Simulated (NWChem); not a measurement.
Species: AlPH4O2; SMILES [OH][Al]([OH])[PH2]

```xyz
8

Al     0.0114    -0.3921     0.0000
O     -0.0317    -1.1862    -1.5175
H     -0.0950    -2.1413    -1.6335
O     -0.0317    -1.1862     1.5175
H     -0.0950    -2.1413     1.6335
P     -0.0306     1.9337     0.0000
H      0.9293     2.0527     1.0472
H      0.9293     2.0527    -1.0472
```
Atoms are numbered in this order, from 1.

Program: NWChem. STO-3G and 3-21G are far too small for this property and stand as cheap habits. The geometry was optimised at B3LYP/6-31G* (spherical d). GIAO values for the isolated, static molecule; σ is the absolute isotropic shielding, δ = σ(reference) − σ with the isolated reference molecule computed at the same levels (1H: tetramethylsilane, 17O: water, 31P: phosphine).

| level | σ Al1 (ppm) | δ O2 (ppm) | δ H3 (ppm) | δ P6 (ppm) | δ H7 (ppm) |
|---|---|---|---|---|---|
| Hartree-Fock/STO-3G | [?] | [?] | [?] | [?] | [?] |
| BHandHLYP/pcSseg-1 | 426.2 | 35.6 | 1.96 | -79.0 | 0.95 |
| LDA (Slater exchange, VWN5)/pcSseg-1 | 384.5 | 66.2 | 2.31 | -68.6 | 1.12 |

Q: Some entries are withheld; supply them.

A: 
- Hartree-Fock/STO-3G, σ Al1 (ppm): 434.1
- Hartree-Fock/STO-3G, δ O2 (ppm): -38.7
- Hartree-Fock/STO-3G, δ H3 (ppm): -1.82
- Hartree-Fock/STO-3G, δ P6 (ppm): -48.5
- Hartree-Fock/STO-3G, δ H7 (ppm): -0.46
